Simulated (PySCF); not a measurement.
Start geometry of Cu2(I)4, Cu2I4 [triplet] from GFN2-xTB (Å):
```
atom  x, y, z in Å
Cu1   -1.1792   -1.1805   -0.5207
I2    -3.4237   -2.3355   -0.5112
I3     1.0822   -0.7083   -1.3991
Cu4    1.3260    1.1399    0.4882
I5     3.4644    2.1636    0.6217
I6    -1.2066    0.8248    1.2518
```

**Question.** What comes out of this run: PBE0-D3(BJ)/def2-SVP geometry optimisation, gas phase, def2 core potentials past Kr (PySCF 2.14.0)?

**Answer.** 
```
atom  x, y, z in Å
Cu1   -0.9067   -1.0014   -0.4891
I2    -3.0314   -2.1951   -0.4599
I3     1.4074   -0.6540   -1.4849
Cu4    0.9268    0.9720    0.4608
I5     3.0536    2.1606    0.4443
I6    -1.3864    0.6219    1.4596
```

The energy falls by 4.2 kcal/mol over 16 energy and gradient evaluations, the largest force component goes from 0.0199 to 1.3e-04 Eh/bohr, and the atoms move by 0.355 Å rms after alignment. The bond that changes most is Cu4–I6 (ends: copper bonded to 3 I; iodine bonded to 2 Cu), which shortens by 0.120 Å. Bonds longer at the end by more than 0.005 Å: 2 of 6; shorter: 4. Among the angles that change most is I3–Cu4–I6, from 92.0° to 112.3°. Rotational constants go from 549.6, 105.4, 88.6 to 474.4, 128.1, 100.9 MHz. The orientation of the end geometry is arbitrary; only internal coordinates are fixed.

The run used 166 basis functions and 175 SCF cycles in all.

Not checked by PBE0-D3(BJ)/def2-SVP frequencies. ⟨S²⟩ = 2.008 (exact for a triplet: 2.00).
